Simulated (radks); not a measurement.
The numbers below are computed, except where a source is named.
Task: Ionisation ladder of gold, from Au to Au10+. Each ion is in the ground configuration listed by NIST, and IE = E(next ion) - E(this ion). Code: a radial shooting solver on a logarithmic mesh with Libxc functionals. Model: Dirac Kohn-Sham, PBE, spin-unpolarised, spherical densities, finite nucleus; open shells fill j = l - 1/2 first; Fermi nuclear charge, rms radius 5.4371 fm.

| species | configuration | IE, Delta-SCF (eV) | -e(HOMO) (eV) | HOMO |
|---|---|---|---|---|
| Au | [Xe] 4f14 5d10 6s1 | 9.420 | 5.775 | 6s1/2 |
| Au+ | [Xe] 4f14 5d10 | 20.547 | 14.732 | 5d5/2 |
| Au2+ | [Xe] 4f14 5d9 | ? | 26.602 | 5d5/2 |
| Au3+ | [Xe] 4f14 5d8 | 46.780 | 39.755 | 5d5/2 |
| Au4+ | [Xe] 4f14 5d7 | 61.455 | 53.966 | 5d5/2 |
| Au5+ | [Xe] 4f14 5d6 | ? | 69.085 | 5d5/2 |
| Au6+ | [Xe] 4f14 5d5 | 93.265 | 85.004 | 5d5/2 |
| Au7+ | [Xe] 4f14 5d4 | 112.84 | 104.09 | 5d3/2 |
| Au8+ | [Xe] 4f14 5d3 | ? | 121.70 | 5d3/2 |
| Au9+ | [Xe] 4f14 5d2 | 149.27 | 139.92 | 5d3/2 |
| Au10+ | [Xe] 4f14 5d1 | ? | 158.71 | 5d3/2 |

Estimate the withheld Delta-SCF values.

Result: Au2+: 33.083 eV (NIST 30); Au5+: 76.981 eV (NIST 74); Au8+: 130.77 eV (NIST 130); Au10+: 168.32 eV (NIST 168).

Beside tabulated values, note that spin-unpolarised runs miss the spin-polarisation part of the exchange energy of open shells.
